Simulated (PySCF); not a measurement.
**Vanadium: a sound run and one with changed settings**

Sound run: V⁺ [Ar] 3d4, V²⁺ [Ar] 3d3. All numbers are calculated (PySCF 2.14, no relativity, point nucleus, in 6-31G*). In the sound run the correlated levels freeze [Ar]. The sound run starts from symmetry-adapted Hartree-Fock orbitals and uses a fine grid where one is needed.

Changed run: basis STO-3G. This setting is unsound on purpose.

```tsv
species	method	sound run (hartree)	changed run (hartree)	converged
V⁺	UHF	n/a	-932.74344	yes
V⁺	BP86	-943.64723	-933.64743	yes
V⁺	MN15	-943.54198	-932.05421	yes
V⁺	MP2	n/a	-932.74384	yes
V²⁺	UHF	-942.08761	-932.43195	yes
V²⁺	BP86	-943.11777	-933.29535	yes
V²⁺	MN15	-943.01703	-931.70194	yes
V²⁺	MP2	-942.09937	-932.43205	yes
```

Ionisation energy of V⁺:

```json
{"method": "UHF", "sound run (eV)": "n/a", "changed run (eV)": "8.476"}
{"method": "BP86", "sound run (eV)": "14.407", "changed run (eV)": "9.581"}
{"method": "MN15", "sound run (eV)": "14.285", "changed run (eV)": "9.586"}
{"method": "MP2", "sound run (eV)": "n/a", "changed run (eV)": "8.484"}
{"method": "SCS-MP2", "sound run (eV)": "n/a", "changed run (eV)": "8.479"}
```

A minimal basis cannot let orbitals breathe on ionisation and holds almost no correlation.

For comparison, NIST gives 14.634 ± 0.007 eV between the lowest levels.
